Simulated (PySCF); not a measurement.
Electric properties by functional and basis

CH9ClSi3.
InChI=1S/CH9ClSi3/c1-4-5(2)3/h5H,4H2,1,3H3/t5-/m0/s1

PySCF, dipoles from the SCF density, polarisabilities from static response with core orbitals frozen. Isolated species at its PBE0-D3(BJ)/def2-SVP geometry (one conformer only).

Problem. Compare the levels for these properties.

Solution. 

```json
{"level": "LDA/def2-SVPD", "μ (D)": "2.452", "α (au)": "123.94", "anisotropy (au)": "34.25"}
{"level": "PBE/def2-SVPD", "μ (D)": "2.403", "α (au)": "121.14", "anisotropy (au)": "33.22"}
{"level": "B3LYP/def2-SVPD", "μ (D)": "2.434", "α (au)": "117.04", "anisotropy (au)": "30.27"}
{"level": "PBE0/def2-SVPD", "μ (D)": "2.477", "α (au)": "116.38", "anisotropy (au)": "30.23"}
{"level": "BHandHLYP/def2-SVPD", "μ (D)": "2.506", "α (au)": "112.35", "anisotropy (au)": "27.39"}
{"level": "CAM-B3LYP/def2-SVPD", "μ (D)": "2.487", "α (au)": "114.86", "anisotropy (au)": "28.37"}
{"level": "wB97X-D/def2-SVPD", "μ (D)": "2.499", "α (au)": "114.57", "anisotropy (au)": "28.45"}
{"level": "LC-wPBE/def2-SVPD", "μ (D)": "2.550", "α (au)": "112.04", "anisotropy (au)": "26.99"}
{"level": "HF/def2-SVPD", "μ (D)": "2.578", "α (au)": "107.04", "anisotropy (au)": "23.74"}
{"level": "PBE0/6-31G*", "μ (D)": "2.829", "α (au)": "95.93", "anisotropy (au)": "27.74"}
{"level": "PBE0/6-31+G*", "μ (D)": "2.741", "α (au)": "105.97", "anisotropy (au)": "27.23"}
{"level": "PBE0/def2-SVP", "μ (D)": "2.346", "α (au)": "100.86", "anisotropy (au)": "25.66"}
{"level": "PBE0/aug-cc-pVDZ", "μ (D)": "2.457", "α (au)": "118.06", "anisotropy (au)": "30.78"}
{"level": "PBE0/def2-TZVP", "μ (D)": "2.320", "α (au)": "111.23", "anisotropy (au)": "29.53"}
{"level": "PBE0/def2-TZVPD", "μ (D)": "2.374", "α (au)": "117.84", "anisotropy (au)": "30.76"}
```

The anisotropy is √(½[(α1 − α2)² + (α2 − α3)² + (α3 − α1)²]). The dipole runs from 2.32 D (PBE0/def2-TZVP) to 2.83 D (PBE0/6-31G*). No reference polarisability is at hand; against PBE0 in the largest diffuse basis at hand (def2-TZVPD) the other PBE0 rows deviate by 6-31G* -19%, 6-31+G* -10%, def2-SVP -14%, def2-SVPD -1%, aug-cc-pVDZ 0%, def2-TZVP -6%. In one basis (def2-SVPD) the functionals order the polarisability from HF (lowest) to LDA (highest), a spread of 16%. With PBE0 the polarisability is 102.68 au without diffuse functions (mean of 6-31G*, def2-SVP and def2-TZVP) and 114.56 au with them (mean of 6-31+G*, def2-SVPD, aug-cc-pVDZ and def2-TZVPD).
